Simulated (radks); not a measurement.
Results of a calculation; reference values are marked as such.
Trend from Be2+ to Ne2+: ionisation energy by Delta-SCF between NIST ground configurations, and size. Level of theory: Dirac Kohn-Sham, LDA (Slater exchange, Perdew-Wang correlation), spin-unpolarised, spherical densities, point nucleus; open shells fill j = l - 1/2 first (a radial shooting solver on a logarithmic mesh with Libxc functionals).

species  configuration  configuration of the ion  IE (eV)  NIST (eV)       kind  r at 0.001 e/bohr^3 (bohr)
Be2+              [He]                       1s1   156.92     153.90     theory                        1.48
B2+           [He] 2s1                      [He]   37.172     37.931       exp.                        2.88
C2+           [He] 2s2                  [He] 2s1   47.966     47.888       exp.                        2.80
N2+       [He] 2s2 2p1                  [He] 2s2   47.190     47.445  semi-emp.                        2.69
O2+       [He] 2s2 2p2              [He] 2s2 2p1   53.999     54.936  semi-emp.                        2.58
F2+       [He] 2s2 2p3              [He] 2s2 2p2   60.692     62.708  semi-emp.                        2.47
Ne2+      [He] 2s2 2p4              [He] 2s2 2p3   67.468     63.423       exp.                        2.38

Reference values: NIST Atomic Spectra Database (exp. = measured, semi-emp. = semi-empirical, theory = theoretical value adopted there). Spin polarisation and multiplet splitting are left out, so open shells lie too high by an amount that depends on their filling.

Beside tabulated values, note that spin-unpolarised runs miss the spin-polarisation part of the exchange energy of open shells.
